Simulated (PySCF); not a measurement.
Shapes and spin states of RuO₂⁺

All numbers come from PySCF, PBE0, basis Ru def2-TZVP with ECP28, O def2-TZVP (scalar-relativistic core potentials, no spin–orbit coupling, density fitting).

Relaxations began from a few typed shapes and spin states; open shells are unrestricted. The search is not exhaustive: other isomers or separated fragments can lie lower, and high-lying points may rest on an excited occupation.

(1) Order these stationary points by electronic energy, lowest first, in kJ/mol from the lowest minimum.
A. broken-symmetry Ms = 3/2 (⟨S²⟩ 4.80) C∞v: Ru–O 1.713 Å, Ru–O 1.814 Å; O–Ru–O 180.0°
B. broken-symmetry Ms = 1/2 (⟨S²⟩ 1.77) C2v: O–O 1.240 Å, Ru–O 1.989 Å (×2); O–O–Ru 71.8° (×2), O–Ru–O 36.3°
C. quartet C2v: Ru–O 1.662 Å (×2); O–Ru–O 109.4°
D. doublet D∞h: Ru–O 1.660 Å (×2); O–Ru–O 180.0°
E. quartet C2v: O–O 1.337 Å, Ru–O 1.855 Å (×2); O–O–Ru 68.9° (×2), O–Ru–O 42.3°
F. doublet C2v: Ru–O 1.629 Å (×2); O–Ru–O 132.9°
G. quartet C2v: Ru–O 1.646 Å (×2); O–Ru–O 118.5°

(2) Which of them are minima?

Answers

(1) F (0.0), C (30.7), G (60.4), D (69.7), B (105.9), E (124.8), A (204.4).

(2) By energy in kJ/mol, 0.0: minimum; 30.7: minimum; 60.4: minimum; 69.7: saddle point, 2 imaginary modes; 105.9: minimum; 124.8: minimum; 204.4: saddle point, 2 imaginary modes.

Formally Ru is in oxidation state +5, d3, with 1 unpaired electron (the high-spin count would be 3). The Mulliken spin on Ru is 0.80. The polar-tensor charge on Ru, 1.99, is far below the formal one.

For the lowest minimum: other spin states or occupations of the open shell can lie lower.
